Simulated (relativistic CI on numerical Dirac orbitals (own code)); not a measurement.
**V2+ in a cubic cluster: L2,3 absorption with charge transfer**

Computed with a charge-transfer multiplet model of a cubic metal-ligand cluster with up to one ligand hole, Slater and spin-orbit integrals from Dirac-Coulomb-Breit ions, Slater integrals scaled by 0.8. The ground state mixes d3 with configurations of k ligand holes L, whose averages lie at kΔ + k(k − 1)U_dd/2; a core hole lowers each added d electron by U_cd. 300 K, Lorentzian 0.4 eV and Gaussian 0.3 eV FWHM.

Atomic integrals in eV (Slater integrals scaled, ζ unscaled), ground: F2dd 7.134, F4dd 4.434, zeta_d 0.019; with the core hole: F2dd 7.850, F4dd 4.885, zeta_d 0.030, zeta_core 4.613, F2cd 4.315, G1cd 3.109, G3cd 1.763.

Cluster parameters (eV): U_dd = 4.7, U_cd = 5.8, 10Dq = 0.65, 10Dq(ligand) = 0, V(eg) = 1.25, V(t2g) = -0.55, final-state hopping factor = 0.8.

```tsv
Case	n_d	d3	d4L	S
Δ = 3.9 eV	3.20	0.80	0.20	1.50
Δ = 6.9 eV	3.10	0.90	0.10	1.50
Δ = 7.9 eV	3.08	0.92	0.08	1.50
```

Weights, n_d and S are thermal averages at 300 K. Photon energies count from the first peak over 30 % of the highest in each spectrum, which can be another peak from case to case. The parameters are a model scan and need not match a compound or its usual spin state. Peaks in eV (height, largest 100):
- Δ = 3.9 eV: 0.0 (100), 0.7 (95), 2.9 (20), 5.8 (44), 6.3 (54), 7.8 (60)
- Δ = 6.9 eV: 0.0 (100), 0.6 (94), 2.8 (20), 5.4 (45), 6.2 (53), 7.7 (60)
- Δ = 7.9 eV: 0.0 (100), 2.8 (20), 5.4 (47), 6.2 (53), 7.6 (61)

Curve for Δ = 3.9 eV (points under 2 left out, the grid thinned):

```
E (eV)  Intensity
  -3.4        2.1
  -3.1        2.6
  -2.7        3.4
  -2.4        5.9
  -2.1        8.9
  -1.7       11.5
  -1.4       17.1
  -1.1       33.3
  -0.7       47.4
  -0.4       70.1
  -0.1       99.3
   0.3       91.7
   0.6       95.2
   0.9       88.8
   1.3       55.6
   1.6       43.7
   1.9       33.9
   2.3       22.9
   2.6       19.9
   2.9       20.1
   3.3       16.1
   3.6       12.1
   4.0       10.2
   4.3       11.3
   4.6       15.9
   5.0       28.3
   5.3       30.5
   5.6       41.4
   6.0       45.1
   6.3       54.0
   6.6       46.2
   7.0       37.5
   7.3       43.1
   7.6       54.1
   8.0       56.6
   8.3       43.1
   8.6       27.3
   9.0       14.2
   9.3        9.6
   9.6        7.7
  10.0        5.2
  10.3        4.0
  10.6        3.3
  11.0        2.6
  11.3        2.1
```

For the case Δ = 6.9 eV, Δ = 6.9 eV is larger than U_dd = 4.7 eV, the Mott-Hubbard side of the Zaanen-Sawatzky-Allen scheme. With the core hole the configuration with one ligand hole lies at Δ + U_dd − U_cd = 2.8, 5.8, 6.8 eV from the one without, in the order of the table; where this is negative the screened configuration lies lower.

With at most 1 ligand hole the space is cut while the next configuration still counts, so covalency is underestimated, and a final configuration with one more ligand hole, which can lie low, is missing from the spectra.
